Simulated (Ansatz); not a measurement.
Ansatz (an electronic-structure program) input file for CH2I, SMILES I[CH2], multiplicity 2, PBE-D3(BJ)/def2-TZVP. 

Ansatz 0.2 input:
```yaml
crystal:
  periodic: [false, false, false]
  atoms:
    - {symbol: C, position_ang: [-1.76403839, -0.03573845, 0.00000000]}
    - {symbol: I, position_ang: [0.28531462, 0.00079947, -0.00000000]}
    - {symbol: H, position_ang: [-2.26872232, 0.08602934, -0.93445810]}
    - {symbol: H, position_ang: [-2.26872232, 0.08602934, 0.93445809]}
basis:
  gaussian:
    orbitals: def2-TZVP
hamiltonian:
  xc: pbe
  dispersion: d3bj
magnetization: {spin_polarized: true, initial_magnetization: 1}
relax: {f_tol: 0.002, max_steps: 200}
```

It prints:

```
WARN ansatz: RAYON_NUM_THREADS=1 ignored (pool sized by the plan → 1); use --threads N
Functional definition: PBE
integrals: 0.02 GiB planned
635 factors; their error is unknown
mean field: 0.24 GiB planned
mean field evaluation 1: about -9151.9086 eV, gradient 5.3e1 eV
mean field evaluation 2: about -9096.9229 eV, gradient 9.5e1 eV
mean field evaluation 4: about -9167.0194 eV, gradient 1.0e1 eV
mean field evaluation 8: about -9167.3985 eV, gradient 4.5e-2 eV
mean field evaluation 16: about -9167.3832 eV, gradient 8.8e-5 eV
mean field -9167.38323985 eV, -336.8951201889 hartree, gradient 2.6e-5 eV, S^2 0.754240; 0 other end points of the search recorded, 0 dependent functions left out
the calculation of the forces begins
reference -9167.38326782 eV, -336.8951212167 hartree; 17, 16 occupied and 76, 77 virtual orbitals, 635 factors
relax step   1: F+E_penalty+E_count = -9167.44295752 eV  Δ(F+E_penalty+E_count) = +0.000e0 eV  max|allowed force component| = 5.920e-1 eV/Å  Δτ_max = 0.0000 Å  (31 SCF iters, accepted)
these checks for a lower state are left out or cut short: starts, cluster_reference, orbital_swaps, neighbouring_geometries, increment
integrals: 0.02 GiB planned
635 factors; their error is unknown
mean field: 0.24 GiB planned
mean field -9167.39639040 eV, -336.8956034627 hartree, gradient 7.1e-6 eV, S^2 0.754338; 0 other end points of the search recorded, 0 dependent functions left out
the calculation of the forces begins
reference -9167.39641850 eV, -336.8956044954 hartree; 17, 16 occupied and 76, 77 virtual orbitals, 635 factors
relax step   2: F+E_penalty+E_count = -9167.45607119 eV  Δ(F+E_penalty+E_count) = -1.311e-2 eV  max|allowed force component| = 1.124e-1 eV/Å  Δτ_max = 0.0344 Å  (34 SCF iters, accepted)
these checks for a lower state are left out or cut short: starts, cluster_reference, orbital_swaps, neighbouring_geometries, increment
integrals: 0.02 GiB planned
635 factors; their error is unknown
mean field: 0.24 GiB planned
mean field evaluation 32: about -9167.3957 eV, gradient 2.2e-3 eV
mean field -9167.39572811 eV, -336.8955791241 hartree, gradient 9.5e-6 eV, S^2 0.754396; 0 other end points of the search recorded, 0 dependent functions left out
the calculation of the forces begins
reference -9167.39575627 eV, -336.8955801587 hartree; 17, 16 occupied and 76, 77 virtual orbitals, 635 factors
relax step   3: F+E_penalty+E_count = -9167.45535021 eV  Δ(F+E_penalty+E_count) = +7.210e-4 eV  max|allowed force component| = 2.216e-1 eV/Å  Δτ_max = 0.0761 Å  (33 SCF iters, rejected (line search))
these checks for a lower state are left out or cut short: starts, cluster_reference, orbital_swaps, neighbouring_geometries, increment
integrals: 0.02 GiB planned
635 factors; their error is unknown
mean field: 0.24 GiB planned
mean field -9167.39753206 eV, -336.8956454181 hartree, gradient 6.9e-6 eV, S^2 0.754379; 0 other end points of the search recorded, 0 dependent functions left out
the calculation of the forces begins
reference -9167.39756022 eV, -336.8956464530 hartree; 17, 16 occupied and 76, 77 virtual orbitals, 635 factors
relax step   4: F+E_penalty+E_count = -9167.45721231 eV  Δ(F+E_penalty+E_count) = -1.141e-3 eV  max|allowed force component| = 3.713e-3 eV/Å  Δτ_max = 0.0349 Å  (34 SCF iters, accepted)
these checks for a lower state are left out or cut short: starts, cluster_reference, orbital_swaps, neighbouring_geometries, increment
integrals: 0.02 GiB planned
635 factors; their error is unknown
mean field: 0.24 GiB planned
mean field -9167.39718552 eV, -336.8956326828 hartree, gradient 4.2e-6 eV, S^2 0.754349; 0 other end points of the search recorded, 0 dependent functions left out
the calculation of the forces begins
reference -9167.39721367 eV, -336.8956337173 hartree; 17, 16 occupied and 76, 77 virtual orbitals, 635 factors
relax step   5: F+E_penalty+E_count = -9167.45690978 eV  Δ(F+E_penalty+E_count) = +3.025e-4 eV  max|allowed force component| = 9.749e-2 eV/Å  Δτ_max = 0.0175 Å  (34 SCF iters, rejected (line search))
these checks for a lower state are left out or cut short: starts, cluster_reference, orbital_swaps, neighbouring_geometries, increment
integrals: 0.02 GiB planned
635 factors; their error is unknown
mean field: 0.24 GiB planned
mean field -9167.39755124 eV, -336.8956461227 hartree, gradient 4.6e-6 eV, S^2 0.754379; 0 other end points of the search recorded, 0 dependent functions left out
the calculation of the forces begins
reference -9167.39757939 eV, -336.8956471575 hartree; 17, 16 occupied and 76, 77 virtual orbitals, 635 factors
relax step   6: F+E_penalty+E_count = -9167.45723219 eV  Δ(F+E_penalty+E_count) = -1.988e-5 eV  max|allowed force component| = 6.594e-4 eV/Å  Δτ_max = 0.0067 Å  (34 SCF iters, accepted)
these checks for a lower state are left out or cut short: starts, cluster_reference, orbital_swaps, neighbouring_geometries, increment
integrals: 0.02 GiB planned
635 factors; their error is unknown
mean field: 0.24 GiB planned
mean field evaluation 64: about -9167.3976 eV, gradient 1.1e-5 eV
mean field -9167.39755177 eV, -336.8956461423 hartree, gradient 1.1e-5 eV, S^2 0.754379; 0 other end points of the search recorded, 0 dependent functions left out
the calculation of the forces begins
reference -9167.39757993 eV, -336.8956471772 hartree; 17, 16 occupied and 76, 77 virtual orbitals, 635 factors
relax step   7: F+E_penalty+E_count = -9167.45723284 eV  Δ(F+E_penalty+E_count) = -6.509e-7 eV  max|allowed force component| = 2.372e-4 eV/Å  Δτ_max = 0.0015 Å  (24 SCF iters, accepted)
integrals: 0.02 GiB planned
635 factors; their error is unknown
mean field: 0.24 GiB planned
mean field -9167.39755177 eV, -336.8956461423 hartree, gradient 1.3e-5 eV, S^2 0.754379; 1 other end points of the search recorded, 0 dependent functions left out
the calculation of the forces begins
reference -9167.39757993 eV, -336.8956471772 hartree; 17, 16 occupied and 76, 77 virtual orbitals, 635 factors
Total energy: -9167.45726100 eV, -336.8978404161 hartree
Atom 0 at    -1.757849     0.041152    -0.000000 Å, force    -0.000237     0.000002    -0.000000 eV/Å
Atom 1 at     0.282510    -0.014036     0.000000 Å, force     0.000137    -0.000003    -0.000000 eV/Å
Atom 2 at    -2.270415     0.055002    -0.956657 Å, force     0.000050     0.000000     0.000110 eV/Å
Atom 3 at    -2.270415     0.055002     0.956657 Å, force     0.000050     0.000000    -0.000110 eV/Å
Dipole moment:    -0.117331     0.003169    -0.000000 e Å
```

Self-consistency was reached.
